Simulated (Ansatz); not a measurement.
`N#[C][SnH2][Cl]` + `FCBr` → `N#CC(F)Br` + `[Cl][SnH3]` at 700 K and 1 bar (formal exchange of groups at a C–Sn bond).

Isolated molecules relaxed with PBE0-D4/def2-TZVP in Ansatz; ΔE leaves out vibrations. CCSD(T)/CBS is the MP2 limit (def2-TZVPP, def2-QZVPP) plus CCSD(T) − MP2 in def2-TZVPP, frozen cores. def2 core potentials past Kr. For Br, Sn outer-core shells are correlated without core-valence functions, which leaves a few kJ/mol of doubt a bond. Scalar relativity is left out up to krypton.

| species | CCSD(T)/CBS energy (Eh) | H − E (kJ/mol) | S (J/(mol·K)) |
| --- | --- | --- | --- |
| `N#[C][SnH2][Cl]` | -767.77261 | 118.3 | 420.3 |
| `FCBr` | -2712.35054 | 117.1 | 328.1 |
| `N#CC(F)Br` | -2804.47033 | 127.6 | 391.0 |
| `[Cl][SnH3]` | -675.62576 | 99.1 | 338.4 |

H − E and S are ideal-gas, rigid-rotor, harmonic terms from PBE0-D4/def2-TZVP, for one conformer and one mirror image of each species. 1 Eh = 2625.50 kJ/mol, R = 8.31446 J/(mol·K).

Q: By hand: ΔE, ΔH, ΔS and ΔG.

A: ΔE = (-2804.47033) + (-675.62576) − (-767.77261) − (-2712.35054) = 0.02706 Eh = 71.0 kJ/mol. Δ(H − E) = 127.6 + 99.1 − 118.3 − 117.1 = -8.7, so ΔH = 62.3 kJ/mol. ΔS = 391.0 + 338.4 − 420.3 − 328.1 = -19.0 J/(mol·K). ΔG = 62.3 − 700 × (-19.0)/1000 = 75.6 kJ/mol.

Q: By hand: the equilibrium constant, and the temperature at which ΔG would vanish if ΔH and ΔS stayed fixed.

A: log₁₀ K = −ΔG/(RT ln 10) = -5.6. ΔH and −TΔS have one sign here, so there is no such temperature.

ΔH outweighs TΔS. A doubt of 5 kJ/mol in ΔE shifts log₁₀ K by 0.4 here. Other conformers and mirror images would add mixing entropy, several J/(mol·K) or more a flexible species. These are equilibria of isolated gas molecules and say nothing of rates. Largest T1 diagnostic: 0.013 (customary marks: 0.02 for closed shells, 0.045 for open ones).
